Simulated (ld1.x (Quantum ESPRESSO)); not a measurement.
u(r) = r·R(r): atom against pseudo-atom (arsenic (As))

Columns: radius, all-electron u(r) and pseudo u(r) of the 4p shell (level -5.35 eV) of arsenic in the configuration [Ar] 3d10 4s2 4p3; LDA (PZ), scalar-relativistic, TM semilocal scheme, ld1.x (Quantum ESPRESSO) 7.5.

```
r (bohr)  all-electron  pseudo
   0.110        0.1720  0.0046
   0.220       -0.0083  0.0183
   0.330       -0.2130  0.0408
   0.440       -0.2847  0.0720
   0.550       -0.2432  0.1112
   0.660       -0.1389  0.1578
   0.770       -0.0098  0.2108
   0.880        0.1213  0.2689
   0.990        0.2425  0.3304
   1.100        0.3483  0.3931
   1.210        0.4370  0.4543
   1.320        0.5086  0.5112
   1.430        0.5646  0.5612
   1.540        0.6065  0.6022
   1.650        0.6361  0.6331
   1.760        0.6552  0.6538
   1.870        0.6653  0.6649
   1.980        0.6681  0.6680
   2.090        0.6648  0.6648
   2.200        0.6565  0.6565
   2.310        0.6443  0.6443
   2.420        0.6290  0.6290
   2.530        0.6114  0.6114
   2.640        0.5919  0.5919
   2.750        0.5711  0.5711
   2.860        0.5495  0.5495
```

Question: How many radial nodes do the two functions have?

Answer: The all-electron 4p function has n − l − 1 = 2; the pseudo-wave has 0, since the states of the same l below it are removed with the core.

Question: At about which radius was the pseudo-wave matched?

Answer: 2.20 bohr. The columns agree to 0.0005 from 1.87 bohr on; several derivatives are matched, so the curves merge somewhat inside the radius.

Question: Is the pseudo-wave norm-conserving?

Answer: Yes: the TM semilocal scheme keeps the norm inside the radius equal to the all-electron one, which fixes the energy derivative of the logarithmic derivative at the level.
